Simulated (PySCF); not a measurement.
BrH2SbTe2, SMILES [Br][Sb]([TeH])[TeH].

The structure is a stationary point at PBE0-D3(BJ)/def2-SVP. The structure was generated by enumeration; whether it is a known compound was not checked. The def2 effective core potentials stand for the cores of Sb, Te; spin–orbit coupling is left out.

Method: PBE/def2-TZVP (PySCF).

Isolated molecule, no solvent.

Computed frontier levels, gap, dipole moment and polarisability:
```
Property                                                                                                          Result
---------------------------------------------------------------------------------------------  -------------------------
highest occupied level                                                                                          -5.68 eV
lowest empty level                                                                                              -2.82 eV
orbital gap                                                                                                      2.86 eV
dipole moment                                                                                                     1.96 D
quadrupole, principal values (traceless, Buckingham form, about the centre of nuclear charge)     -10.64, 3.26, 7.38 D·Å
mean static polarisability                                                                        151.3 bohr³ (22.42 Å³)
polarisability, principal values                                                               110.9, 161.0, 181.9 bohr³
```
